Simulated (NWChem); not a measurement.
Program: NWChem. System: trichloroethylene (C2HCl3), charge 0, spin multiplicity 1, at a geometry optimised with PBE0/def2-SVP. Level: PBE0/def2-TZVP.

Job file:

```
start mol
memory heap 200 mb stack 900 mb global 1100 mb
geometry units angstroms nocenter noautoz
  Cl    -2.191735    -0.616846     0.000000
  C     -0.960437     0.568262     0.000000
  C      0.347655     0.278849     0.000000
  Cl     0.965768    -1.316964     0.000000
  Cl     1.518524     1.540358     0.000000
  H     -1.296781     1.606009     0.000000
  symmetry group Cs
end
basis spherical
  * library def2-tzvp
end
dft
  xc pbe0
  semidirect memsize 60000000 filesize 0
  iterations 100
end
task dft energy
```

Part of the output:

```
             Northwest Computational Chemistry Package (NWChem) 7.3.0
             --------------------------------------------------------

                                NWChem Input Module
                                -------------------

 Scaling coordinates for geometry "geometry" by  1.889725989
 (inverse scale =  0.529177249)

 Turning off AUTOSYM since
 SYMMETRY directive was detected!

                             Geometry "geometry" -> ""
                             -------------------------

 Output coordinates in angstroms (scale by  1.889725989 to convert to a.u.)

  No.       Tag          Charge          X              Y              Z
 ---- ---------------- ---------- -------------- -------------- --------------
    1 Cl                  17.0000    -2.19173500    -0.61684600     0.00000000
    2 C                    6.0000    -0.96043700     0.56826200     0.00000000
    3 C                    6.0000     0.34765500     0.27884900     0.00000000
    4 Cl                  17.0000     0.96576800    -1.31696400     0.00000000
    5 Cl                  17.0000     1.51852400     1.54035800     0.00000000
    6 H                    1.0000    -1.29678100     1.60600900     0.00000000

 Effective nuclear repulsion energy (a.u.)     318.3106783158

            Nuclear Dipole moment (a.u.)
            ----------------------------
        X                 Y               Z
 ---------------- ---------------- ----------------
    -0.0000075589    -0.0000170075     0.0000000000

      Symmetry information
      --------------------

 Group name             Cs
 Group number              2
 Group order               2
 No. of unique centers     6

      Symmetry unique atoms

     1    2    3    4    5    6


 Summary of "ao basis" -> "" (spherical)
 ------------------------------------------------------------------------------
       Tag                 Description            Shells   Functions and Types
 ---------------- ------------------------------  ------  ---------------------
 *                         def2-tzvp                  on all atoms

                                 NWChem DFT Module
                                 -----------------

 Summary of "ao basis" -> "ao basis" (spherical)
 ------------------------------------------------------------------------------
       Tag                 Description            Shells   Functions and Types
 ---------------- ------------------------------  ------  ---------------------
 Cl                        def2-tzvp                13       37   5s5p2d1f
 C                         def2-tzvp                11       31   5s3p2d1f
 H                         def2-tzvp                 4        6   3s1p

 Summary of "ao basis" -> "ao basis" (spherical)
 ------------------------------------------------------------------------------
       Tag                 Description            Shells   Functions and Types
 ---------------- ------------------------------  ------  ---------------------
 Cl                        def2-tzvp                13       37   5s5p2d1f
 C                         def2-tzvp                11       31   5s3p2d1f
 H                         def2-tzvp                 4        6   3s1p

      Symmetry analysis of basis
      --------------------------

        a'        122
        a"         57

            General Information
            -------------------
          SCF calculation type: DFT
          Wavefunction type:  closed shell.
          No. of atoms     :     6
          No. of electrons :    64
           Alpha electrons :    32
            Beta electrons :    32
          Charge           :     0
          Spin multiplicity:     1
          Use of symmetry is: on ; symmetry adaption is: on
          Maximum number of iterations: 100
          AO basis - number of functions:   179
                     number of shells:    65
          Convergence on energy requested:  1.00D-06
          Convergence on density requested:  1.00D-05
          Convergence on gradient requested:  5.00D-04

              XC Information
              --------------
                         PBE0 Method XC Functional
                     Hartree-Fock (Exact) Exchange  0.250
          PerdewBurkeErnzerhof Exchange Functional  0.750
            Perdew 1991 LDA Correlation Functional  1.000 local
           PerdewBurkeErnz. Correlation Functional  1.000 non-local

             Grid Information
             ----------------
          Grid used for XC integration:  medium
          Radial quadrature: Mura-Knowles
          Angular quadrature: Lebedev.
          Tag              B.-S. Rad. Rad. Pts. Rad. Cut. Ang. Pts.
          ---              ---------- --------- --------- ---------
          Cl                  1.00       88          11.0       590
          C                   0.70       49           9.0       434
          H                   0.35       45          10.0       434
          Grid pruning is: on
          Number of quadrature shells:   407
          Spatial weights used:  Erf1

          Convergence Information
          -----------------------
          Convergence aids based upon iterative change in
          total energy or number of iterations.
          Levelshifting, if invoked, occurs when the
          HOMO/LUMO gap drops below (HL_TOL):  1.00D-02
          DIIS, if invoked, will attempt to extrapolate
          using up to (NFOCK): 10 stored Fock matrices.

                    Damping( 0%)  Levelshifting(0.5)       DIIS
                  --------------- ------------------- ---------------
          dE  on:    start            ASAP                start
          dE off:    2 iters        100 iters           100 iters

      Screening Tolerance Information
      -------------------------------
          Density screening/tol_rho:  1.00D-10
          AO Gaussian exp screening on grid/accAOfunc:  14
          CD Gaussian exp screening on grid/accCDfunc:  20
          XC Gaussian exp screening on grid/accXCfunc:  20
          Schwarz screening/accCoul:  1.00D-08

      Superposition of Atomic Density Guess
      -------------------------------------

 Sum of atomic energies:       -1454.27553141

      Non-variational initial energy
      ------------------------------

 Total energy =   -1456.110372
 1-e energy   =   -2641.141962
 2-e energy   =     866.720911
 HOMO         =      -0.237219
 LUMO         =      -0.028652

      Symmetry analysis of molecular orbitals - initial
      -------------------------------------------------

  Numbering of irreducible representations:

     1 a'          2 a"

  Orbital symmetries:

     1 a'          2 a'          3 a'          4 a'          5 a'
     6 a'          7 a'          8 a'          9 a'         10 a'
    11 a'         12 a'         13 a"         14 a'         15 a"
    16 a'         17 a"         18 a'         19 a'         20 a'
    21 a'         22 a'         23 a'         24 a'         25 a"
    26 a'         27 a"         28 a'         29 a"         30 a'
    31 a'         32 a"         33 a'         34 a"         35 a'
    36 a'         37 a'         38 a'         39 a'         40 a"
    41 a'         42 a'

------------------------------------------------------------
EAF file 0: "./mol.aoints.0" size=524288 bytes
------------------------------------------------------------
               write      read    awrite     aread      wait
               -----      ----    ------     -----      ----
     calls:        1         0         0         0         0
   data(b): 5.24e+05  0.00e+00  0.00e+00  0.00e+00
   time(s): 0.00e+00  0.00e+00  0.00e+00  0.00e+00  0.00e+00
rate(mb/s): 0.00e+00  0.00e+00
------------------------------------------------------------

   convergence    iter        energy       DeltaE   RMS-Dens  Diis-err    time
 ---------------- ----- ----------------- --------- --------- ---------  ------
 d= 0,ls=0.0,diis     1  -1456.8024192617 -1.78D+03  1.73D-02  1.89D+00    16.1
 d= 0,ls=0.0,diis     2  -1456.6973876188  1.05D-01  5.08D-03  1.78D+00    18.1
 d= 0,ls=0.0,diis     3  -1456.8618151272 -1.64D-01  1.85D-03  3.66D-01    20.1
 d= 0,ls=0.0,diis     4  -1456.9064296981 -4.46D-02  4.48D-04  1.37D-02    22.0
 d= 0,ls=0.0,diis     5  -1456.9076990182 -1.27D-03  1.76D-04  3.01D-03    23.9
  Resetting Diis
 d= 0,ls=0.0,diis     6  -1456.9080695690 -3.71D-04  4.30D-05  1.23D-04    25.9
 d= 0,ls=0.0,diis     7  -1456.9080822935 -1.27D-05  8.45D-06  1.51D-06    27.7
 d= 0,ls=0.0,diis     8  -1456.9080823695 -7.60D-08  4.11D-06  8.40D-07    29.6

         Total DFT energy =    -1456.908082369473
      One electron energy =    -2642.903638573688
           Coulomb energy =      963.113249609944
    Exchange-Corr. energy =      -95.428371721549
 Nuclear repulsion energy =      318.310678315819

 Numeric. integr. density =       63.999997887697

     Total iterative time =     27.3s

                  Occupations of the irreducible representations
                  ----------------------------------------------

                     irrep           alpha         beta
                     --------     --------     --------
                     a'               25.0         25.0
                     a"                7.0          7.0

                       DFT Final Molecular Orbital Analysis
                       ------------------------------------

 Vector   30  Occ=2.000000D+00  E=-3.511514D-01  Symmetry=a'
              MO Center= -7.9D-01, -8.3D-02, -1.2D-15, r^2= 4.9D+00
   Bfn.  Coefficient  Atom+Function         Bfn.  Coefficient  Atom+Function
  ----- ------------  ---------------      ----- ------------  ---------------
    16      0.327457  1 Cl py                15     -0.248724  1 Cl px
   152      0.236350  5 Cl py                19      0.210651  1 Cl py
   114      0.182377  4 Cl px                18     -0.164277  1 Cl px
    13      0.155260  1 Cl py               151     -0.153378  5 Cl px
   155      0.144043  5 Cl py                 7     -0.125282  1 Cl py

 Vector   31  Occ=2.000000D+00  E=-3.352867D-01  Symmetry=a'
              MO Center= -6.6D-02, -3.0D-01, -6.9D-17, r^2= 5.1D+00
   Bfn.  Coefficient  Atom+Function         Bfn.  Coefficient  Atom+Function
  ----- ------------  ---------------      ----- ------------  ---------------
   114      0.306534  4 Cl px                15      0.246513  1 Cl px
    16     -0.239272  1 Cl py               152      0.230025  5 Cl py
   115      0.201942  4 Cl py               117      0.183996  4 Cl px
   151     -0.171991  5 Cl px                18      0.155730  1 Cl px
   155      0.152318  5 Cl py                19     -0.145497  1 Cl py

 Vector   32  Occ=2.000000D+00  E=-2.691161D-01  Symmetry=a"
              MO Center= -3.0D-01,  1.4D-01,  4.0D-16, r^2= 3.8D+00
   Bfn.  Coefficient  Atom+Function         Bfn.  Coefficient  Atom+Function
  ----- ------------  ---------------      ----- ------------  ---------------
    17      0.270200  1 Cl pz                45     -0.241738  2 C  pz
   153      0.229390  5 Cl pz                48     -0.227072  2 C  pz
    20      0.225895  1 Cl pz                76     -0.225867  3 C  pz
    79     -0.215559  3 C  pz               116      0.208089  4 Cl pz
   156      0.187425  5 Cl pz               119      0.178684  4 Cl pz

 Vector   33  Occ=0.000000D+00  E=-3.267321D-02  Symmetry=a"
              MO Center= -2.8D-01,  3.1D-01,  4.9D-15, r^2= 3.1D+00
   Bfn.  Coefficient  Atom+Function         Bfn.  Coefficient  Atom+Function
  ----- ------------  ---------------      ----- ------------  ---------------
    51      0.570123  2 C  pz                82     -0.547175  3 C  pz
    79     -0.325402  3 C  pz                76     -0.319847  3 C  pz
    45      0.298732  2 C  pz                48      0.284490  2 C  pz
    20     -0.245527  1 Cl pz               119      0.236141  4 Cl pz
   156      0.231739  5 Cl pz                17     -0.118374  1 Cl pz

 Vector   34  Occ=0.000000D+00  E= 1.878740D-04  Symmetry=a'
              MO Center=  8.1D-01,  6.6D-01, -2.8D-15, r^2= 4.3D+00
   Bfn.  Coefficient  Atom+Function         Bfn.  Coefficient  Atom+Function
  ----- ------------  ---------------      ----- ------------  ---------------
    73      1.056220  3 C  s                 72      0.946335  3 C  s
    42     -0.547388  2 C  s                141     -0.530904  5 Cl s
   155      0.469643  5 Cl py                41     -0.444096  2 C  s
   154      0.421121  5 Cl px               118     -0.324453  4 Cl py
    50      0.312040  2 C  py               176     -0.275534  6 H  s

 Vector   35  Occ=0.000000D+00  E= 7.995234D-03  Symmetry=a'
              MO Center= -2.4D-01, -5.3D-01,  1.8D-15, r^2= 4.4D+00
   Bfn.  Coefficient  Atom+Function         Bfn.  Coefficient  Atom+Function
  ----- ------------  ---------------      ----- ------------  ---------------
    73      0.669088  3 C  s                104     -0.511380  4 Cl s
   118     -0.509953  4 Cl py                 5     -0.487550  1 Cl s
    72      0.458768  3 C  s                 49     -0.380180  2 C  px
    18     -0.351512  1 Cl px                19     -0.335194  1 Cl py
    78     -0.291453  3 C  py               115     -0.259422  4 Cl py

 center of mass
 --------------
 x =   0.02283813 y =  -0.02872322 z =   0.00000000

 moments of inertia (a.u.)
 ------------------
         586.738879996876        -275.449923268532           0.000000000000
        -275.449923268532        1054.986423631017           0.000000000000
           0.000000000000           0.000000000000        1641.725303627893

     Multipole analysis of the density
     ---------------------------------

     L   x y z        total         alpha         beta         nuclear
     -   - - -        -----         -----         ----         -------
     0   0 0 0     -0.000000    -32.000000    -32.000000     64.000000

     1   1 0 0     -0.113643     -0.056818     -0.056818     -0.000008
     1   0 1 0      0.312309      0.156163      0.156163     -0.000017
     1   0 0 1      0.000000      0.000000      0.000000      0.000000

     2   2 0 0    -36.197195   -276.395447   -276.395447    516.593699
     2   1 1 0     -0.858702    -65.333303    -65.333303    129.807903
     2   1 0 1      0.000000      0.000000      0.000000      0.000000
     2   0 2 0    -34.221564   -162.225385   -162.225385    290.229205
     2   0 1 1     -0.000000     -0.000000     -0.000000      0.000000
     2   0 0 2    -36.912019    -18.456009    -18.456009      0.000000

 Task  times  cpu:       29.6s     wall:       29.6s

 Total times  cpu:       29.7s     wall:       29.7s
```
